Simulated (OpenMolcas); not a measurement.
**Ti²⁺: the spin-orbit constant, worked from levels**

```
Program             : OpenMolcas 26.06
Basis               : ANO-R2 [6s5p4d2f1g]
Scalar Hamiltonian  : X2C, finite nucleus
Active space        : 2 electrons in 6 orbitals (3d 4s)
State averaging     : 2S+1 = 3 even, 15 roots; 2S+1 = 1 even, 20 roots kept (CI in the orbitals of an earlier block)
Spin-orbit coupling : state interaction with AMFI integrals over the reference wave functions, term energies averaged over their components
```

Methods: CASSCF; MS-CASPT2, IPEA 0.25 Eh, imaginary shift 0.1 Eh (closed shells correlated: 3s 3p). Measured levels: Corliss and Sugar, J. Phys. Chem. Ref. Data 8, 1 (1979).

**The spin-orbit constant.** For the Hund term ³F of d2, E(J) = (A/2) J(J+1) + constant and ζ = 2S·A = 2A. From J = 2 to J = 4 the energy changes by 7 A.

```json
{"Source": "CASSCF", "E(4) - E(2)": "439.3", "A": "62.8", "ζ": "126"}
{"Source": "MS-CASPT2", "E(4) - E(2)": "440.4", "A": "62.9", "ζ": "126"}
{"Source": "measured", "E(4) - E(2)": "420.4", "A": "60.1", "ζ": "120"}
```

All in cm-1. MS-CASPT2 is off by +4.8 % and CASSCF by +4.5 %. Both methods take the spin-orbit matrix elements from the reference wave functions, so the second can move ζ only through the term energies and any multistate remixing. Second-order mixing with other terms is absorbed into this ζ.

Term energies are means over components that CASPT2 splits; among the terms shown or strongly mixed into the levels shown the widest spread is 700 cm-1 (3d² ³F, MS-CASPT2). Without dynamic correlation excited terms often stand tens of per cent too high (terms of higher spin than the ground term too low), and those without a measured partner can miss by more than the paired ones (holds for CASSCF). Measured partners are found by configuration, term and J. A level has none where our copy of the source lacks it or the pairing is in doubt (some pairs that miss far off the trend of their configuration count as doubtful), and it then counts in no deviation. Levels of configurations outside the active space are missing.
